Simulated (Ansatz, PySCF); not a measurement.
Reaction (SMILES): O=BB=O [oxo(oxoboranyl)borane] -> O=BB=O as doublet, charge -1 (an electron is taken up)
Each molecule is optimised on its own at B3LYP-D3(BJ)/def2-TZVP (Ansatz, a first-principles code), one conformer each, not searched for the lowest. A spin state is the lowest found, not a proven ground state.

Quantity: adiabatic electron affinity (electronic energy difference), positive where the reaction releases energy, in eV. Correlated levels leave the core frozen unless marked. UHF or UKS for open shells. Spin-orbit coupling is left out. No relativistic terms. Anions need diffuse functions: aug- sets have them; def2-D sets add few; the other sets have none. CBS(X,Y): correlation extrapolated as X^-3; Hartree-Fock from the larger set. The bracket is a focal-point correction in the basis named.

RI-MP2/CBS(aug-cc-pVTZ,aug-cc-pVQZ)+[CCSD(T)-MP2]/aug-cc-pVTZ (Ansatz) gives 0.32 eV.

Another calculation gave 0.61 eV. Which level was it?
A. r2SCAN/def2-TZVPD (Ansatz)
B. BLYP/def2-TZVPD (Ansatz)
C. HF/def2-TZVPD (PySCF)
D. M06-L/def2-TZVPD (PySCF)

A, r2SCAN/def2-TZVPD (Ansatz). The others give 0.43 (BLYP), 0.22 (M06-L), -0.13 (HF) eV.
